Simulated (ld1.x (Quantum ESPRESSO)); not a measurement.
**oxygen (O): one change to a TM potential, before and after**

```json
{
 "Element": "oxygen",
 "Generator": "ld1.x (Quantum ESPRESSO) 7.5",
 "Type": "norm-conserving Troullier–Martins (Kleinman–Bylander form)",
 "Functional": "LDA (PZ)",
 "Relativity": "non-relativistic",
 "Frozen core": "[He]",
 "Valence charge": "6",
 "Reference configuration": "2s1 2p5",
 "Partial waves": "2s (bound): rc 0.85 bohr; 2p (bound): rc 1.70 bohr; 3d channel at 0.45 Ry: rc 1.40 bohr",
 "Local potential": "the d channel",
 "Core correction": "a·sin(br)/r model core inside 0.70 bohr"
}
```

All-electron outer shells of the reference configuration (LDA (PZ), non-relativistic, ld1.x):

```json
{"shell": "2s", "level (eV)": "-24.16", "outermost node (bohr)": "0.28", "outermost maximum (bohr)": "0.88"}
{"shell": "2p", "level (eV)": "-9.60", "outermost node (bohr)": "–", "outermost maximum (bohr)": "0.82"}
```

Change: all radii but the core radius scaled by about 1.17 (s 1.00, p 1.98, d 1.64 bohr).

Cutoffs: the cutoffs (Ry, on a coarse ladder) from which the occupation-weighted sum of valence levels, in a spherical-Bessel basis at the reference potential, stays within 10 and 1 mRy of its value at 400 Ry; they do not see the model core or the augmentation charge, which bear on the density cutoff. Errors are all-electron minus pseudo energies relative to the spin-unpolarised reference configuration.

Task: Predict the effect on cutoff, ghosts and configuration errors.

Result: The potential gets softer (70 Ry and 160 Ry → 50 Ry and 140 Ry); of the 9 tests that both files solve, the error grows in 6 and shrinks in 3 by more than 15 % and 0.3 meV (median size 77.4 → 88.7 meV); neither file shows a bound ghost. A larger radius leaves more room for a smooth pseudo-wave, so fewer plane waves are needed.

```csv
quantity,base,changed
"cutoff, loose",70 Ry,50 Ry
"cutoff, tight",160 Ry,140 Ry
loose cutoff by channel (10 mRy a level),"s 60 Ry, p 45 Ry","s 50 Ry, p 35 Ry"
bound ghosts,none,none
"error for 2s2 2p4, meV [ΔE -14.53 eV]",+17,+3.2
"error for 2s2 2p3, meV [ΔE 2.06 eV]",+146,+258
"error for 2s2 2p2, meV [ΔE 35.78 eV]",+587,+1108
"error for 2s2 2p3.5, meV [ΔE -8.16 eV]",+61,+89
"error for 2s1 2p4, meV [ΔE 16.84 eV]",+14,+40
"error for 2s2 2p1, meV [ΔE 89.74 eV]",+1787,+3288
"error for 2s2 2p0, meV [ΔE 166.70 eV]",+4458,+7834
"error for 2s1 2p5 (spin-polarised), meV [ΔE -1.55 eV]",+77,+55
"error for 2s2 2p4 (spin-polarised), meV [ΔE -15.94 eV]",+68,+2.4
```
